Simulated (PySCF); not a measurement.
# Pt: ionisation energy

Pt [Xe] 4f14 5d9 6s1 (3D) → Pt⁺ [Xe] 4f14 5d9 (2D), as a difference of total energies. All numbers are calculated (PySCF 2.14, a scalar-relativistic core potential, in aug-cc-pVQZ-PP with ECP60MDF (7s7p6d4f3g2h, 135 functions)). Correlated levels: valence: 5s2 5p6 frozen. The calculations carry no spin-orbit coupling.

```csv
method,ionisation energy (eV),difference from reference (eV)
UHF,7.566,-1.393
LDA,9.734,+0.775
PBE,9.340,+0.381
PBE0,9.047,+0.088
TPSS,9.154,+0.195
TPSSh,9.056,+0.097
BLYP,9.316,+0.357
MP2 (valence),9.059,+0.100
SCS-MP2 (valence),8.836,-0.123
```

Reference: 8.959 eV (measured; NIST Atomic Spectra Database, ionization energies).

The reference lies between the lowest fine-structure levels, while these numbers refer to the centres of the terms.
